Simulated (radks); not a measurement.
All-electron atom: Ar2+ in [Ne] 3s2 3p4 (the NIST ground configuration). Calculated with a radial shooting solver on a logarithmic mesh with Libxc functionals: Dirac Kohn-Sham, PBE, spin-unpolarised, spherical densities, finite nucleus; open shells fill j = l - 1/2 first; Fermi nuclear charge, rms radius 3.4274 fm.

Spin-orbit splittings of the eigenvalues, e(l+1/2) - e(l-1/2), with zeta = 2 splitting/(2l+1) and mean radii in bohr:

shell	occ.	splitting (eV)	zeta (eV)	<r> j=l-1/2	<r> j=l+1/2
2p	6	2.240	1.493	0.3745	0.3769
3p	4	0.2227	0.1485	1.463	1.470
